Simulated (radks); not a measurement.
Results of a calculation; reference values are marked as such.
Coulomb parameter of the 4d shell of the cadmium ion Cd2+ in the model configuration [Kr] 4d8.5 5s1.5, as a second difference U = [E(n + 0.5) + E(n - 0.5) - 2 E(n)] / (0.5)^2 with all orbitals relaxed. "Bare": the charge of the atom changes with n. "Screened": the 5s shell takes up the change at fixed total charge, which measures U(4d,4d) + U(5s,5s) - 2 U(4d,5s). Level of theory: Dirac Kohn-Sham, PBE, spin-unpolarised, spherical densities, finite nucleus; open shells are shared between the two j in proportion to 2j + 1; Fermi nuclear charge, rms radius 4.6087 fm (a radial shooting solver on a logarithmic mesh with Libxc functionals).

| case | configuration | E - E(n) (eV) |
|---|---|---|
| start | [Kr] 4d8.5 5s1.5 | 0.000 |
| bare +0.5 | [Kr] 4d9 5s1.5 | -16.613 |
| bare -0.5 | [Kr] 4d8 5s1.5 | 20.419 |
| screened +0.5 | [Kr] 4d9 5s1 | -6.151 |
| screened -0.5 | [Kr] 4d8 5s2 | 6.823 |

U(bare) = 15.226 eV, U(screened by 5s) = 2.686 eV.
